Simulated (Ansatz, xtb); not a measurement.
C5H3N3Se: 3 structures ranked

3 gas-phase structures of C5H3N3Se, from a drawn sample of its isomers (lower ones may exist). Each was relaxed with GFN2-xTB; where two conformers were screened, the lower at r2SCAN-D4/def2-SVP//GFN2-xTB is listed:

A. `N#Cc1nccc([SeH])n1`, a singlet
B. `[H]/N=C\c1n[se]cc1C#N`, a singlet
C. `N#CC[C@H](C#N)[Se]C#N`, a singlet

Task: Estimate their order in r2SCAN-D4/def2-SVP//GFN2-xTB energy at these geometries, lowest first.

Result: Calculated order at r2SCAN-D4/def2-SVP//GFN2-xTB: A (0.0), B (74.3), C (153.0) kJ/mol.

Energies above the lowest of each column, in kJ/mol; the last columns are at r2SCAN-D4/def2-SVP geometries:

```csv
structure,GFN2-xTB,HF/STO-3G,r2SCAN-D4/def2-SVP//GFN2-xTB,r2SCAN-D4/def2-SVP,CCSD(T)/def2-SVP + ΔMP2/def2-TZVPP
A,0.0,0.0,0.0,0.0,0.0
B,79.7,89.7,74.3,69.7,38.5
C,215.5,8.9,153.0,149.0,59.8
```

Every level run on A puts it lowest or level with the lowest. Flexible structures stand in one conformer each, not always the lowest. The ΔMP2 step shifts differences by up to 27.3 kJ/mol, which makes them less sure. ΔMP2 is the change of the MP2 energy from the smaller to the larger basis.

Programs: Ansatz 0.2.0, xtb 6.7.1.
